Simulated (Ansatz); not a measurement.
A single point on CH7NOSi (`OCN[SiH3]`).

```yaml
crystal:
  periodic: [false, false, false]
  atoms:
    - {symbol: O, position_ang: [-1.208047, 1.808493, -0.668445]}
    - {symbol: C, position_ang: [-0.009832, 1.197842, -0.260631]}
    - {symbol: N, position_ang: [0.021486, -0.204329, -0.552250]}
    - {symbol: Si, position_ang: [0.472501, -1.425885, 0.571195]}
    - {symbol: H, position_ang: [-1.930730, 1.291129, -0.299343]}
    - {symbol: H, position_ang: [0.776947, 1.753104, -0.781327]}
    - {symbol: H, position_ang: [0.150847, 1.320619, 0.820361]}
    - {symbol: H, position_ang: [0.033222, -0.410530, -1.539677]}
    - {symbol: H, position_ang: [-0.212699, -1.140461, 1.860065]}
    - {symbol: H, position_ang: [1.934428, -1.515513, 0.858066]}
    - {symbol: H, position_ang: [0.037078, -2.731568, 0.012687]}
basis:
  gaussian: {orbitals: def2-TZVPP}
hamiltonian: {xc: pbe}
correlation: {method: rpa}
```

```sh
$ ansatz run in.yaml --threads 4 --pin off --events-out ev --progress --plain
```

Output, abridged:

```
Functional definition: PBE
1366 factors; integrals over basis functions are off by at most 1.2e-3 eV
mean field evaluation 1: about -12546.8240 eV, gradient 7.8e1 eV
mean field evaluation 2: about -12546.8169 eV, gradient 7.8e1 eV
mean field evaluation 4: about -12557.7452 eV, gradient 1.6e1 eV
mean field evaluation 8: about -12558.4661 eV, gradient 7.5e-1 eV
mean field evaluation 16: about -12558.4662 eV, gradient 1.4e-4 eV
mean field -12558.46616293 eV, -461.5151190536 hartree, gradient 2.7e-6 eV, S^2 0.000000; 0 other end points of the search recorded, 0 dependent functions left out
8 core orbitals not correlated: weight in the atoms' cores, before any rotation towards them, 1.000 or more for the frozen orbitals, at most 0.000 for the correlated occupied ones
reference -12523.56108931 eV, -460.2323812574 hartree; 13, 13 occupied and 212, 212 virtual orbitals, 1366 factors
Total energy: -12557.72122078 eV, -461.4877429347 hartree
```

It took 6.5 s on 4 threads of a server CPU on a shared host, with 0.51 GiB of host memory at the peak.
